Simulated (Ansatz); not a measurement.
A structure relaxed at PBE-D4/def2-SVP in Ansatz, charge 0, singlet:

```xyz
42

Ge    3.9895   -1.8436    1.8866
Ge    3.1203   -0.3258    3.6100
Ge    2.5147   -1.8218   -0.0680
Ge    0.2606   -2.5163    0.5946
Ge    1.0565    0.7341    2.8267
Ge   -0.6098   -0.9902    2.3241
Ge   -1.2340   -2.5113   -1.3467
Ge   -3.4751   -3.2187   -0.6592
Ge   -2.6916    0.0436    1.5496
Ge   -4.3434   -1.6966    1.0607
Ge    2.3711    0.4539   -0.9641
Ge    1.5008    1.9805    0.7649
Ge    0.9065    0.5001   -2.9276
Ge   -1.3250   -0.2254   -2.2231
Ge   -0.5501    3.0574   -0.0331
Ge   -2.1948    1.3010   -0.4936
Ge    0.7854    2.7803   -3.8116
Ge   -0.0786    4.3016   -2.0888
H     4.0868   -3.2880    2.4591
H     5.4231   -1.4011    1.4714
H     2.8404   -1.1219    4.9182
H     4.1839    0.7631    3.9365
H     3.0480   -2.7823   -1.1770
H     0.3206   -3.9565    1.1958
H     0.4863    1.7059    3.9072
H    -0.8956   -1.8224    3.6145
H    -0.6621   -3.4638   -2.4432
H    -3.4221   -4.6700   -0.0983
H    -4.4294   -3.2208   -1.8892
H    -3.2226    1.0219    2.6441
H    -4.6671   -2.4970    2.3561
H    -5.6667   -1.0437    0.5645
H     3.7984    0.9381   -1.3735
H     2.5816    3.0724    1.0452
H     1.4549   -0.4862   -4.0062
H    -2.2921   -0.1808   -3.4486
H    -1.1021    4.0068    1.0763
H    -3.5087    1.9526   -1.0304
H     2.1992    3.2483   -4.2650
H    -0.1470    2.8142   -5.0578
H     0.9676    5.4181   -1.8016
H    -1.3780    4.9903   -2.5995
```

Question: Give its formula and point group.

Answer: Ge₁₈H₂₄, a nanocrystal cut from hexagonal germanium. Point group D3h (tolerance 0.1 Å).

Question: Summarise the bond lengths by kind (pairs closer than 1.2 times the sum of covalent radii, bridged metal pairs left out).

Answer: 24 × Ge–Ge 2.45 to 2.47 Å; 24 × Ge–H 1.56 Å.

Single mean-field runs in def2-SVP are fitted with def2-universal-jkfit.
